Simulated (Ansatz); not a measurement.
Ideal-gas functions of BBrH$_{4}$O$_{2}$Si, SMILES `OB(Br)O[SiH3]` at 298.15 K and 1 bar, from an Ansatz frequency run at PBE0-D4/def2-TZVP.

Molar mass 154.83 g/mol, point group Cs (symmetry number 1), electronic degeneracy 1, moments of inertia 144.495, 326.08, 464.61 u Å². Harmonic wavenumbers (cm⁻¹, unscaled): 77, 86, 105, 306, 346, 500, 543, 563, 721, 727, 821, 948, 955, 967, 1052, 1232, 1509, 2247, 2252, 2264, 3905.

Use S(trans) = R[1.5 ln M + 2.5 ln T − 1.1517]; rotational temperatures θ = 24.2544 K / I; S(rot) = R[ln(√π/σ · √(T³/θAθBθC)) + 1.5]; for each mode x = 1.438777 ν̃/T, S = R[x/(eˣ − 1) − ln(1 − e⁻ˣ)] and H = RT x/(eˣ − 1); 1 cm⁻¹ = 0.0119627 kJ/mol; R = 8.31446 J/(mol·K).

**Question.** By hand: the entropy, in J/(mol·K).

**Answer.** Translation 171.7. Rotation: θ = 0.1679, 0.0744, 0.0522 K, giving 118.8. Vibration, mode by mode: 16.59, 15.69, 14.06, 5.79, 4.96, 2.75, 2.34, 2.17, 1.18, 1.15, 0.80, 0.48, 0.47, 0.45, 0.32, 0.15, 0.05, 0.00, 0.00, 0.00, 0.00, in all 69.4. Electronic 0.0. Sum 359.9 J/(mol·K).

**Question.** By hand: H − E and G − E in kJ/mol, counted from the electronic energy.

**Answer.** Zero-point energy ½ × 22126 × 0.0119627 = 132.3; thermal vibration 10.8; translation, rotation and pV give 4 RT = 9.9. H − E = 153.0 kJ/mol, and G − E = 153.0 − 298.15 × 359.9/1000 = 45.7 kJ/mol.

Vibration gives 19 % of the entropy, 46.3 J/(mol·K) of it from the modes under 150 cm⁻¹: soft modes count most, and the harmonic formula is weakest for them. The sum counts one conformer and one mirror image; others add a mixing term.
